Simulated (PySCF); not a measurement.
**O⁺ (oxygen, charge +1): UHF calculation**

Configuration: [He] 2s2 2p3, high-spin 4S determinant. Calculation: PySCF 2.14, in dyall-acv3z (15s9p4d2f, 76 functions); no relativity, point nucleus.

```
Total energy                                     : -74.376978 hartree
One-electron energy                              : -98.4703 hartree
Hartree (Coulomb) energy                         : 32.0076 hartree
Exchange energy                                  : -7.9143 hartree
Kinetic energy                                   : 74.37667 hartree
⟨S²⟩                                             : 3.7556
⟨L²⟩                                             : 0.000
Sum of ⟨r⟩                                       : 5.809 bohr
Sum of ⟨r²⟩                                      : 7.334 bohr²
Density at the nucleus (Gaussians lack the cusp) : 310 bohr⁻³
Spin density at the nucleus                      : 0.245 bohr⁻³
Langevin diamagnetic susceptibility              : -5.81 ×10⁻⁶ cm³/mol
```

```csv
shell,electrons,mean orbital energy (hartree),"rms radius, mean of both spins (bohr)"
1s α,1,-21.41084,0.230
1s β,1,-21.27812,0.230
2s α,1,-2.07158,1.20
2s β,1,-1.53072,1.20
2p α,3,-1.33079,1.20
```

Spin-orbit constants ζ (cm⁻¹) from the X2C one-electron operator on these orbitals (non-relativistic here): bare nucleus, nucleus screened by l(l+1)(2l+1)/3 electrons, and screened by the Breit-Pauli mean field of the electrons.

```json
{"shell": "2p", "bare": "284.2", "screened nucleus": "213.2", "mean field": "184.4"}
```
